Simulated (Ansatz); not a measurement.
Ansatz (an electronic-structure program) input (B3LYP-D3(BJ)/def2-TZVP):

Ansatz 0.2 input:
```yaml
crystal:
  periodic: [false, false, false]
  atoms:
    - {symbol: Al, position_ang: [-0.00653357, 0.01315504, -0.00794229]}
    - {symbol: F, position_ang: [-1.39024871, -0.84274989, -0.23757517]}
    - {symbol: F, position_ang: [0.07204872, 1.54413220, -0.58607768]}
    - {symbol: O, position_ang: [1.32366063, -0.62215038, 0.79430802]}
    - {symbol: H, position_ang: [1.35945132, -1.50625337, 1.16166128]}
basis:
  gaussian:
    orbitals: def2-TZVP
hamiltonian:
  xc: b3lyp
  dispersion: d3bj
phonons: {temperatures: {t_min: 298.15, t_max: 298.15, t_step: 100}}
```

Output:

```
Functional definition: B3LYP
integrals: 0.04 GiB planned
766 factors; their error is unknown
mean field: 0.42 GiB planned
mean field evaluation 1: about -14094.3852 eV, gradient 8.1e1 eV
mean field evaluation 2: about -14068.8813 eV, gradient 1.5e2 eV
mean field evaluation 4: about -14103.8882 eV, gradient 1.0e1 eV
mean field evaluation 8: about -14104.0261 eV, gradient 2.1e-2 eV
mean field evaluation 16: about -14104.0557 eV, gradient 4.1e-5 eV
mean field -14104.05566232 eV, -518.3144855179 hartree, gradient 4.1e-5 eV, S^2 0.000000; 0 other end points of the search recorded, 0 dependent functions left out
the calculation of the forces begins
reference -14104.05587806 eV, -518.3144934462 hartree; 20, 20 occupied and 116, 116 virtual orbitals, 766 factors
these checks for a lower state are left out or cut short: stability, starts, cluster_reference, orbital_swaps, neighbouring_geometries, increment
integrals: 0.04 GiB planned
766 factors; their error is unknown
mean field: 0.42 GiB planned
mean field -14104.05551398 eV, -518.3144800667 hartree, gradient 2.3e-6 eV, S^2 0.000000; 0 other end points of the search recorded, 0 dependent functions left out
the calculation of the forces begins
reference -14104.05572965 eV, -518.3144879923 hartree; 20, 20 occupied and 116, 116 virtual orbitals, 766 factors
these checks for a lower state are left out or cut short: stability, starts, cluster_reference, orbital_swaps, neighbouring_geometries, increment
integrals: 0.04 GiB planned
766 factors; their error is unknown
mean field: 0.42 GiB planned
mean field evaluation 32: about -14104.0555 eV, gradient 2.4e-6 eV
mean field -14104.05552141 eV, -518.3144803396 hartree, gradient 2.4e-6 eV, S^2 0.000000; 0 other end points of the search recorded, 0 dependent functions left out
the calculation of the forces begins
reference -14104.05573722 eV, -518.3144882705 hartree; 20, 20 occupied and 116, 116 virtual orbitals, 766 factors
these checks for a lower state are left out or cut short: stability, starts, cluster_reference, orbital_swaps, neighbouring_geometries, increment
integrals: 0.04 GiB planned
766 factors; their error is unknown
mean field: 0.42 GiB planned
mean field -14104.05558026 eV, -518.3144825023 hartree, gradient 2.4e-6 eV, S^2 0.000000; 0 other end points of the search recorded, 0 dependent functions left out
the calculation of the forces begins
reference -14104.05579603 eV, -518.3144904318 hartree; 20, 20 occupied and 116, 116 virtual orbitals, 766 factors
these checks for a lower state are left out or cut short: stability, starts, cluster_reference, orbital_swaps, neighbouring_geometries, increment
integrals: 0.04 GiB planned
766 factors; their error is unknown
mean field: 0.42 GiB planned
mean field -14104.05557780 eV, -518.3144824118 hartree, gradient 2.3e-6 eV, S^2 0.000000; 0 other end points of the search recorded, 0 dependent functions left out
the calculation of the forces begins
reference -14104.05579350 eV, -518.3144903389 hartree; 20, 20 occupied and 116, 116 virtual orbitals, 766 factors
these checks for a lower state are left out or cut short: stability, starts, cluster_reference, orbital_swaps, neighbouring_geometries, increment
integrals: 0.04 GiB planned
766 factors; their error is unknown
mean field: 0.42 GiB planned
mean field -14104.05557330 eV, -518.3144822464 hartree, gradient 1.9e-6 eV, S^2 0.000000; 0 other end points of the search recorded, 0 dependent functions left out
the calculation of the forces begins
reference -14104.05578906 eV, -518.3144901754 hartree; 20, 20 occupied and 116, 116 virtual orbitals, 766 factors
these checks for a lower state are left out or cut short: stability, starts, cluster_reference, orbital_swaps, neighbouring_geometries, increment
integrals: 0.04 GiB planned
766 factors; their error is unknown
mean field: 0.42 GiB planned
mean field -14104.05561728 eV, -518.3144838626 hartree, gradient 1.4e-6 eV, S^2 0.000000; 0 other end points of the search recorded, 0 dependent functions left out
the calculation of the forces begins
reference -14104.05583300 eV, -518.3144917902 hartree; 20, 20 occupied and 116, 116 virtual orbitals, 766 factors
these checks for a lower state are left out or cut short: stability, starts, cluster_reference, orbital_swaps, neighbouring_geometries, increment
integrals: 0.04 GiB planned
766 factors; their error is unknown
mean field: 0.42 GiB planned
mean field evaluation 64: about -14104.0556 eV, gradient 2.9e-5 eV
mean field -14104.05563926 eV, -518.3144846706 hartree, gradient 1.4e-6 eV, S^2 0.000000; 0 other end points of the search recorded, 0 dependent functions left out
the calculation of the forces begins
reference -14104.05585500 eV, -518.3144925987 hartree; 20, 20 occupied and 116, 116 virtual orbitals, 766 factors
these checks for a lower state are left out or cut short: stability, starts, cluster_reference, orbital_swaps, neighbouring_geometries, increment
integrals: 0.04 GiB planned
766 factors; their error is unknown
mean field: 0.42 GiB planned
mean field -14104.05565056 eV, -518.3144850858 hartree, gradient 1.2e-6 eV, S^2 0.000000; 0 other end points of the search recorded, 0 dependent functions left out
the calculation of the forces begins
reference -14104.05586630 eV, -518.3144930143 hartree; 20, 20 occupied and 116, 116 virtual orbitals, 766 factors
these checks for a lower state are left out or cut short: stability, starts, cluster_reference, orbital_swaps, neighbouring_geometries, increment
integrals: 0.04 GiB planned
766 factors; their error is unknown
mean field: 0.42 GiB planned
mean field -14104.05565170 eV, -518.3144851278 hartree, gradient 8.3e-7 eV, S^2 0.000000; 0 other end points of the search recorded, 0 dependent functions left out
the calculation of the forces begins
reference -14104.05586746 eV, -518.3144930567 hartree; 20, 20 occupied and 116, 116 virtual orbitals, 766 factors
these checks for a lower state are left out or cut short: stability, starts, cluster_reference, orbital_swaps, neighbouring_geometries, increment
integrals: 0.04 GiB planned
766 factors; their error is unknown
mean field: 0.42 GiB planned
mean field -14104.05565965 eV, -518.3144854198 hartree, gradient 9.8e-7 eV, S^2 0.000000; 0 other end points of the search recorded, 0 dependent functions left out
the calculation of the forces begins
reference -14104.05587537 eV, -518.3144933474 hartree; 20, 20 occupied and 116, 116 virtual orbitals, 766 factors
these checks for a lower state are left out or cut short: stability, starts, cluster_reference, orbital_swaps, neighbouring_geometries, increment
integrals: 0.04 GiB planned
766 factors; their error is unknown
mean field: 0.42 GiB planned
mean field -14104.05562861 eV, -518.3144842790 hartree, gradient 1.1e-6 eV, S^2 0.000000; 0 other end points of the search recorded, 0 dependent functions left out
the calculation of the forces begins
reference -14104.05584433 eV, -518.3144922068 hartree; 20, 20 occupied and 116, 116 virtual orbitals, 766 factors
these checks for a lower state are left out or cut short: stability, starts, cluster_reference, orbital_swaps, neighbouring_geometries, increment
integrals: 0.04 GiB planned
766 factors; their error is unknown
mean field: 0.42 GiB planned
mean field evaluation 96: about -14104.0556 eV, gradient 4.0e-5 eV
mean field -14104.05559810 eV, -518.3144831578 hartree, gradient 1.4e-6 eV, S^2 0.000000; 0 other end points of the search recorded, 0 dependent functions left out
the calculation of the forces begins
reference -14104.05581385 eV, -518.3144910865 hartree; 20, 20 occupied and 116, 116 virtual orbitals, 766 factors
these checks for a lower state are left out or cut short: stability, starts, cluster_reference, orbital_swaps, neighbouring_geometries, increment
integrals: 0.04 GiB planned
766 factors; their error is unknown
mean field: 0.42 GiB planned
mean field -14104.05560032 eV, -518.3144832395 hartree, gradient 2.4e-6 eV, S^2 0.000000; 0 other end points of the search recorded, 0 dependent functions left out
the calculation of the forces begins
reference -14104.05581606 eV, -518.3144911679 hartree; 20, 20 occupied and 116, 116 virtual orbitals, 766 factors
these checks for a lower state are left out or cut short: stability, starts, cluster_reference, orbital_swaps, neighbouring_geometries, increment
integrals: 0.04 GiB planned
766 factors; their error is unknown
mean field: 0.42 GiB planned
mean field -14104.05556308 eV, -518.3144818708 hartree, gradient 1.6e-6 eV, S^2 0.000000; 0 other end points of the search recorded, 0 dependent functions left out
the calculation of the forces begins
reference -14104.05577881 eV, -518.3144897990 hartree; 20, 20 occupied and 116, 116 virtual orbitals, 766 factors
these checks for a lower state are left out or cut short: stability, starts, cluster_reference, orbital_swaps, neighbouring_geometries, increment
integrals: 0.04 GiB planned
766 factors; their error is unknown
mean field: 0.42 GiB planned
mean field -14104.05556328 eV, -518.3144818785 hartree, gradient 2.3e-6 eV, S^2 0.000000; 0 other end points of the search recorded, 0 dependent functions left out
the calculation of the forces begins
reference -14104.05577908 eV, -518.3144898087 hartree; 20, 20 occupied and 116, 116 virtual orbitals, 766 factors
these checks for a lower state are left out or cut short: stability, starts, cluster_reference, orbital_swaps, neighbouring_geometries, increment
integrals: 0.04 GiB planned
766 factors; their error is unknown
mean field: 0.42 GiB planned
mean field evaluation 128: about -14104.0556 eV, gradient 2.4e-6 eV
mean field -14104.05557471 eV, -518.3144822982 hartree, gradient 2.4e-6 eV, S^2 0.000000; 0 other end points of the search recorded, 0 dependent functions left out
the calculation of the forces begins
reference -14104.05579039 eV, -518.3144902246 hartree; 20, 20 occupied and 116, 116 virtual orbitals, 766 factors
these checks for a lower state are left out or cut short: stability, starts, cluster_reference, orbital_swaps, neighbouring_geometries, increment
integrals: 0.04 GiB planned
766 factors; their error is unknown
mean field: 0.42 GiB planned
mean field -14104.05566214 eV, -518.3144855115 hartree, gradient 1.9e-6 eV, S^2 0.000000; 0 other end points of the search recorded, 0 dependent functions left out
the calculation of the forces begins
reference -14104.05587791 eV, -518.3144934409 hartree; 20, 20 occupied and 116, 116 virtual orbitals, 766 factors
these checks for a lower state are left out or cut short: stability, starts, cluster_reference, orbital_swaps, neighbouring_geometries, increment
integrals: 0.04 GiB planned
766 factors; their error is unknown
mean field: 0.42 GiB planned
mean field -14104.05564007 eV, -518.3144847002 hartree, gradient 1.7e-6 eV, S^2 0.000000; 0 other end points of the search recorded, 0 dependent functions left out
the calculation of the forces begins
reference -14104.05585578 eV, -518.3144926273 hartree; 20, 20 occupied and 116, 116 virtual orbitals, 766 factors
these checks for a lower state are left out or cut short: stability, starts, cluster_reference, orbital_swaps, neighbouring_geometries, increment
integrals: 0.04 GiB planned
766 factors; their error is unknown
mean field: 0.42 GiB planned
mean field -14104.05557669 eV, -518.3144823710 hartree, gradient 2.3e-6 eV, S^2 0.000000; 0 other end points of the search recorded, 0 dependent functions left out
the calculation of the forces begins
reference -14104.05579236 eV, -518.3144902968 hartree; 20, 20 occupied and 116, 116 virtual orbitals, 766 factors
these checks for a lower state are left out or cut short: stability, starts, cluster_reference, orbital_swaps, neighbouring_geometries, increment
integrals: 0.04 GiB planned
766 factors; their error is unknown
mean field: 0.42 GiB planned
mean field -14104.05558694 eV, -518.3144827477 hartree, gradient 2.3e-6 eV, S^2 0.000000; 0 other end points of the search recorded, 0 dependent functions left out
the calculation of the forces begins
reference -14104.05580274 eV, -518.3144906784 hartree; 20, 20 occupied and 116, 116 virtual orbitals, 766 factors
Total energy: -14104.15392643 eV, -518.3180966572 hartree
Atom 0 at    -0.006534     0.013155    -0.007942 Å, force    -0.000308    -0.000259    -0.000024 eV/Å
Atom 1 at    -1.390249    -0.842750    -0.237575 Å, force     0.000173     0.000078     0.000040 eV/Å
Atom 2 at     0.072049     1.544132    -0.586078 Å, force     0.000118     0.000083     0.000016 eV/Å
Atom 3 at     1.323661    -0.622150     0.794308 Å, force     0.000023     0.000122    -0.000039 eV/Å
Atom 4 at     1.359451    -1.506253     1.161661 Å, force    -0.000006    -0.000024     0.000007 eV/Å
Dipole moment:     0.111277    -0.357685     0.188564 e Å
Vibrations: 231.56 248.23 292.93 354.64 623.52 696.92 930.72 963.63 3908.61 cm⁻¹, zero-point energy 0.511482 eV
```
